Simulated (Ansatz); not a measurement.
Calculated with Ansatz (gas phase, PBE0-D4/def2-TZVP geometries, no zero-point term in ΔE). CCSD(T)/CBS is the MP2 limit (def2-TZVPP, def2-QZVPP) plus CCSD(T) − MP2 in def2-TZVPP, frozen cores. This one scheme is used for every species. DFT in def2-TZVPP. Each species was taken in one conformer, which may not be the lowest.

`CO[Si](F)(F)C#N` + H₂S → `CO[Si](F)(F)S` + `C#N`  (ligand exchange at the Si–C bond)

| level | ΔE (kcal/mol) |
| --- | --- |
| BHLYP-D4 | -5.7 |
| PBE-QIDH | -6.4 |

(1) What does CCSD(T)/CBS give? (Best estimate.)

Largest T1 diagnostic among the species: 0.014.

Answers

(1) The calculation gave: -6.0 kcal/mol. The listed levels differ from it by 0.3, -0.4 kcal/mol.

In def2-TZVPP, CCSD(T) changes the Hartree–Fock value by −1.0 kcal/mol (the triples alone add −0.2 kcal/mol) and MP2 by −1.5 kcal/mol. Leaving LDA and LC-ωPBE aside and taking each functional with its dispersion term where it has one, the values, not all of them listed here, spread over 1.9 kcal/mol, from revPBE-D4 to B2PLYP. At CCSD(T), def2-SVP lies +1.1 kcal/mol from the extrapolated value and def2-TZVPP +1.0 kcal/mol.

CCSD(T)/CBS has its own doubt, a few kJ/mol and more with outer-core shells, so smaller differences from it don't rank the levels.
